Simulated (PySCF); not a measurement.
Molecule: `COc1ncnn1C=O`, C$_{4}$H$_{5}$N$_{3}$O$_{2}$.

Geometry (Å), atoms numbered from 1 in this order:
```xyz
14

C    -2.1250   -1.0565   -0.0170
O    -1.2898    0.0915   -0.0939
C    -0.0077   -0.1440    0.0136
N     0.6027   -1.2846    0.1791
C     1.9185   -0.9395    0.2231
N     2.1518    0.3294    0.0962
N     0.9171    0.8873   -0.0435
C     0.7438    2.2484   -0.2051
O    -0.3103    2.7912   -0.3313
H    -1.9945   -1.5588    0.9434
H    -3.1427   -0.6888   -0.1222
H    -1.8842   -1.7570   -0.8189
H     2.6936   -1.6664    0.3524
H     1.7261    2.7474   -0.1983
```

Frames of a GFN2-xTB Langevin trajectory at 300 K; GIAO PBE0/pcSseg-1 shieldings in PySCF 2.14, gas phase, non-relativistic; equivalent atoms averaged within each frame.

Referencing at the same level of theory: TMS for ¹³C (σ = 186.93 ppm), ¹H (σ = 31.72 ppm); ¹⁷O (σ = 336.08 ppm) vs H2O; NH3 for ¹⁵N (σ = 267.73 ppm). The references are static minima.

Problem. How do the shifts (ppm) fluctuate along the trajectory?

Solution. 
```
         time (fs)     C3     C8     C5    C1     O9     O2     N6     N4     N7   H14
               250  180.2  159.2  145.3  57.4  504.5  131.0  298.5  263.1  243.6  9.61
               425  172.0  167.0  154.3  59.7  567.0  110.4  309.5  264.4  248.5  9.75
               625  169.1  161.8  166.0  57.4  517.6  108.9  361.3  261.3  268.3  8.16
               800  172.6  165.1  152.4  64.7  515.4  118.4  311.5  252.0  254.6  9.34
              1000  171.4  170.8  159.9  67.3  537.6  125.9  308.7  249.6  258.1  9.58
    mean of frames  173.1  164.8  155.6  61.3  528.4  118.9  317.9  258.1  254.6  9.29
standard deviation    4.2    4.5    7.8   4.5   24.7    9.6   24.8    6.8    9.5  0.65
```

5 frames give an uncertainty of the mean of about the standard deviation over 2.2 at best, since frames this close in time may not be independent; classical motion lacks zero-point vibration, and the reference would need the same averaging.
